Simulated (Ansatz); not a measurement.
`[OH][Ga]1[O]C[SiH2]1`. Charge 0, multiplicity 1. Geometry: relaxed with PBE0-D4/def2-TZVP. It is one conformer, not always the lowest.

```xyz
10

O    -2.957   -0.165    0.816
Ga   -1.253   -0.224    0.325
O    -0.207    1.285    0.229
C     1.066    0.797   -0.196
Si    0.834   -1.104   -0.383
H    -3.262    0.723    1.020
H     1.837    1.040    0.545
H     1.360    1.265   -1.143
H     0.963   -1.655   -1.760
H     1.618   -1.963    0.546
```

Question: What is the dipole moment at ωB97M-V/def2-TZVPP? (Best estimate.)

Answer: The calculation gave: 1.18 D, with components (0.94, -0.63, -0.35) D in this frame, pointing from negative to positive charge.

Question: And with PBE, r2SCAN, B3LYP? (Estimate.)

Answer: Ansatz gave: PBE 0.96 D, r2SCAN 1.05 D, B3LYP 1.19 D.

Question: Give the Mulliken charges with ωB97M-V, PBE, r2SCAN in def2-TZVPP. (Best estimate.)

Answer: The calculation gave: 
```
atom  ωB97M-V    PBE  r2SCAN
  O1    -0.42  -0.38   -0.45
 Ga2     0.52   0.45    0.54
  O3    -0.42  -0.35   -0.43
  C4    -0.11  -0.04    0.03
 Si5     0.08   0.06    0.12
  H6     0.17   0.18    0.20
  H7     0.10   0.08    0.05
  H8     0.10   0.08    0.05
  H9    -0.01  -0.04   -0.06
 H10    -0.01  -0.04   -0.06
```

B3LYP here is the variant with VWN-RPA as its local correlation; programs differ in this.
